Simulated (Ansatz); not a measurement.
Strength of the C–C bond: C2H4I2 → 2 CH2I

Species: C2H4I2 (1,2-diiodoethane) `ICCI`, singlet; CH2I `[CH2]I`, doublet. 

Shapes, held fixed at every level: PBE0-D4/def2-TZVP. Flexible molecules stand in one conformer, not always the lowest. Programs: Ansatz 0.2.0. The zero-point and thermal change to 298 K, harmonic and unscaled (PBE0-D4/def2-TZVP), is -25.4 kJ/mol.

| level | kind | ΔH(298 K) (kJ/mol) | less CCSD(T)/def2-TZVPP |
| --- | --- | --- | --- |
| HF/def2-TZVPP | Hartree–Fock | +248.0 | -120.2 |
| B3LYP-D4/def2-TZVPP | global hybrid | +354.1 | -14.1 |
| wB97X-V/def2-TZVPP | range-separated hybrid | +369.8 | +1.6 |
| MP2/def2-SVP | perturbation theory | +402.4 | +34.2 |
| MP2/def2-TZVPP | perturbation theory | +404.5 | +36.3 |
| CCSD(T)/def2-SVP | coupled cluster or CI | +374.2 | +6.0 |
| CCSD/def2-TZVPP | coupled cluster or CI | +356.2 | -12.0 |
| CCSD(T)/def2-TZVPP | coupled cluster or CI | +368.2 | 0.0 |

The highest level, CCSD(T)/def2-TZVPP, gives ΔH(298 K) = +368.2 kJ/mol; the levels span +248.0 to +404.5. The column of differences is taken from that level and isn't an error. Hartree–Fock misses the correlation of the pair that is broken and comes out low. No measured value is set beside it here. Open shells run unrestricted unless RO is named. For atoms past krypton def2 sets carry core potentials with scalar relativity. Correlated rows may include outer-core shells of I, which these sets cover unevenly.
